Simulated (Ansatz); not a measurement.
`C[O][GeH]([F])[S]C`, relaxed with RKS PBE0-D4/def2-TZVP in the Gaussian-basis code of Ansatz from a GFN2-xTB geometry. The force threshold is 0.005 eV/Å; the program also tests the step.

Total charge 0; spin multiplicity 1.

Start:

```xyz
13

C    -0.097   -1.871    1.853
O    -1.106   -1.102    1.220
Ge   -0.986    0.058   -0.061
F    -0.695   -0.822   -1.593
S     0.731    1.451    0.129
C     0.984    1.939   -1.615
H     0.753   -1.253    2.148
H    -0.550   -2.309    2.743
H     0.251   -2.667    1.194
H    -2.430    0.456   -0.205
H     0.170    2.577   -1.944
H     1.919    2.489   -1.631
H     1.057    1.054   -2.238
```

```tsv
step	energy (eV)	largest force (eV/Å)	largest move (Å)
1	-74292.9052	1.204	0.000
2	-74292.9899	0.603	0.161
3	-74293.0134	0.496	0.083
4	-74293.0299	0.173	0.058
5	-74293.0348	0.095	0.049
6	-74293.0365	0.076	0.028
7	-74293.0366	0.062	0.027
8	-74293.0369	0.040	0.019
9	-74293.0371	0.008	0.014
10	-74293.0372	0.009	0.011
11	-74293.0373	0.011	0.015
12	-74293.0373	0.008	0.015
13	-74293.0373	0.005	0.004
```

End:

```xyz
13

C    -0.089   -1.809    1.772
O    -1.176   -1.023    1.321
Ge   -1.012    0.023   -0.075
F    -0.605   -0.954   -1.462
S     0.677    1.397    0.208
C     0.947    1.873   -1.527
H     0.818   -1.213    1.918
H    -0.376   -2.245    2.731
H     0.133   -2.619    1.070
H    -2.386    0.626   -0.362
H     0.115    2.462   -1.912
H     1.846    2.488   -1.533
H     1.107    0.994   -2.149
```

Hardware: 2 threads of an AMD EPYC 7R13 on a shared host and a share of an NVIDIA H100 80 GB. Wall time 23 s, peak host memory 0.93 GiB.
